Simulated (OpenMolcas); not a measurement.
F+: from CASSCF to CASPT2

| Item | Value |
| --- | --- |
| Program | OpenMolcas |
| Basis | ANO-RCC-VDZP [3s2p1d] |
| Scalar Hamiltonian | DKH2, point nucleus |
| Active space | 6 electrons in 4 orbitals (2s 2p) |
| State averaging | 2S+1 = 3 even, 3 roots; 2S+1 = 1 even, 6 roots; 2S+1 = 3 odd, 3 roots; 2S+1 = 1 odd, 3 roots |
| Spin-orbit coupling | RASSI with atomic mean-field integrals over the reference wave functions, term energies averaged over their components |

Methods on the same reference wave functions:
A. CASSCF
B. SS-CASPT2, IPEA 0.25 Eh, imaginary shift 0.1 Eh (closed shells correlated: 1s)

Energies in eV above 2s² 2p⁴ ³P₂, the measured ground level; measured values from NIST Handbook of Basic Atomic Spectroscopic Data.

```tsv
Level	A	B	Measured
2s² 2p⁴ ³P₂	0.0000	0.0000	0.0000
2s² 2p⁴ ³P₁	0.0406	0.0407	0.0423
2s² 2p⁴ ³P₀	0.0602	0.0603	0.0607
2s² 2p⁴ ¹D₂	2.8201	2.743	2.5880
2s² 2p⁴ ¹S₀	5.2502	5.692	5.5691
2s 2p⁵ ³P°₂	21.8233	20.916	20.4323
2s 2p⁵ ³P°₁	21.8629	20.955	20.4706
2s 2p⁵ ³P°₀	21.8828	20.975	20.4920
2s 2p⁵ ¹P°₁	32.1765	30.359
```

Deviations, from unrounded energies. A percentage is the sum of absolute deviations over the sum of measured energies, with the sign that they share, or ± where signs differ.

```tsv
Against measurement	Levels	A	B
mean absolute deviation (cm-1)	7	5400	2000
fine structure of the ground term (%)	2	-2.1	-2.0
other terms of the ground configuration (%)	2	±6.8	+3.4
other configurations (%)	3	+6.8	+2.4
```

B lies closest to measurement on these levels. The largest miss of B in the table is 2s 2p⁵ ³P°₁, by +3900 cm-1. The ranking rests on the paired levels alone, and a cruder setting can come out closer through cancelling errors.

From A to B the spin-free energies of the other terms of 2s² 2p⁴ shown, above ³P, scale by factors of 0.97 to 1.08.

The lowest spin-free term lies below A's lowest term by 0.099 hartree in B.

CASPT2 breaks the degeneracy within a term, and the mean is taken; among the terms shown or strongly mixed into the levels shown the widest spread is 66 cm-1 (2s² 2p⁴ ¹D, B). Without dynamic correlation excited terms often stand tens of per cent too high (terms of higher spin than the ground term too low), and those without a measured partner can miss by more than the paired ones (holds for A). Computed and measured levels are paired by configuration, term and J; levels that our copy of the source lacks, or whose pairing is in doubt (as where it misses far off the trend of its configuration), stay unpaired and out of the deviations. Only configurations of the active space appear.

° marks odd parity.
